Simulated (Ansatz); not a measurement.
`[F][Ge][O][SiH3]` + H₂ → `[SiH3][O][GeH]` + H–F at 500 K and 1 bar (hydrogenolysis of a Ge–F bond).

Computed with Ansatz on PBE0-D4/def2-TZVP structures; ΔE is electronic, products minus reactants. CBS: MP2 limit from def2 TZ/QZ plus the TZ coupled-cluster correction, frozen cores. This one scheme is used for every species. For Ge outer-core shells are correlated without core-valence functions, which leaves a few kJ/mol of doubt a bond. Scalar relativity is left out up to krypton. One conformer a species, not always the lowest.

```tsv
species	CCSD(T)/CBS energy (Eh)	H − E (kJ/mol)	S (J/(mol·K))
`[F][Ge][O][SiH3]`	-2542.06230	121.3	396.0
H₂	-1.17544	41.0	145.5
`[SiH3][O][GeH]`	-2442.79250	128.6	366.3
H–F	-100.39570	39.4	188.7
```

H − E and S are ideal-gas, rigid-rotor, harmonic terms from PBE0-D4/def2-TZVP, for one conformer and one mirror image of each species. The MP2-based limit puts H₂ 0.8 mEh under its directly extrapolated value; such offsets cancel only in part. 1 Eh = 2625.50 kJ/mol, R = 8.31446 J/(mol·K).

Q: By hand: ΔE, ΔH, ΔS and ΔG.

A: ΔE = (-2442.79250) + (-100.39570) − (-2542.06230) − (-1.17544) = 0.04954 Eh = 130.1 kJ/mol. Δ(H − E) = 128.6 + 39.4 − 121.3 − 41.0 = 5.7, so ΔH = 135.8 kJ/mol. ΔS = 366.3 + 188.7 − 396.0 − 145.5 = 13.5 J/(mol·K). ΔG = 135.8 − 500 × (13.5)/1000 = 129.1 kJ/mol.

Q: By hand: the equilibrium constant, and the temperature at which ΔG would vanish if ΔH and ΔS stayed fixed.

A: log₁₀ K = −ΔG/(RT ln 10) = -13.5. ΔG = 0 at ΔH/ΔS = 10059 K, far beyond where these terms or the molecules hold.

The number of gas molecules stays the same, so ΔS is small and ΔH decides. A doubt of 5 kJ/mol in ΔE shifts log₁₀ K by 0.5 here. Other conformers and mirror images would add mixing entropy, several J/(mol·K) or more a flexible species. These are equilibria of isolated gas molecules and say nothing of rates. Largest T1 diagnostic: 0.015 (customary marks: 0.02 for closed shells, 0.045 for open ones).
